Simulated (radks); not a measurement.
Charge is removed step by step from the 4d5/2 level of Pd, starting from [Kr] 4d(3/2: 4, 5/2: 6). Calculated with a radial shooting solver on a logarithmic mesh with Libxc functionals: Dirac Kohn-Sham, BLYP, spin-unpolarised, spherical densities, finite nucleus; Fermi nuclear charge, rms radius 4.5318 fm.

removed (e)  E - E(0) (eV)  eigenvalue (eV)  E minus straight line (eV)
0                    0.000           -3.859                       0.000
0.25                 1.257           -6.231                      -0.965
0.5                  3.130           -8.784                      -1.315
0.75                 5.662          -11.496                      -1.005
1                    8.890          -14.350                       0.000

Removing the whole electron costs 8.890 eV by Delta-SCF, against 3.859 eV from minus the eigenvalue at the starting occupation. Slater's transition state (half an electron removed) gives 8.784 eV. Integrating minus the eigenvalue over the occupation (Janak's theorem) gives 8.890 eV. The mean slope of the eigenvalue, de/dn, is 10.5 eV per electron. Ionisation energy of Pd in the NIST Atomic Spectra Database: 8.337 eV (measured).

Beside tabulated values, note that spin-unpolarised runs miss the spin-polarisation part of the exchange energy of open shells.
